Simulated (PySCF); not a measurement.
Task: What does the PBE0-D3(BJ)/def2-SVP structure of `BC(=C)OC=C` look like in three dimensions?

Result: 
```xyz
13
C4H7BO angstrom
B     -1.2391   -1.0948   -0.8253
C     -0.8587    0.3060   -0.2952
C     -1.7695    1.2990   -0.4081
O      0.2571    0.5808    0.4426
C      1.3543   -0.2043    0.3433
C      2.3916   -0.0693    1.1675
H     -2.1970   -1.1722   -1.5535
H     -0.6483   -2.0974   -0.5059
H     -2.6847    1.1310   -0.9755
H     -1.6204    2.2672    0.0801
H      1.3393   -0.9387   -0.4695
H      3.2707   -0.6997    1.0352
H      2.3811    0.6681    1.9727
```

Any rigid rotation of these coordinates is as good. Atoms count from 1 in this order. Of the pairs four or more bonds apart, H8···H11 is among the closest relative to their van der Waals radii: 2.30 Å, 96 % of the sum of Bondi's values. The C–C distances run from 1.332 Å (C5=C6, drawn double) to 1.352 Å (C2=C3, drawn double), a spread of 0.020 Å. B1 (three-coordinate boron) is planar (angles 122.8°, 119.7° and 117.4°, sum 360.0°, 0.02 Å off the plane of its three neighbours).

Bonds between heavy atoms (Å): B1–C2 1.545, C2=C3 1.352, C2–O4 1.366, O4–C5 1.353, C5=C6 1.332.

The calculation used PBE0-D3(BJ)/def2-SVP geometry optimisation, gas phase in PySCF.

Point group: C1 (no symmetry element, even within 0.4 Å). No frequency check. One conformer, not necessarily the lowest (B1–C2–O4–C5 26°, C2–O4–C5–C6 -171°).
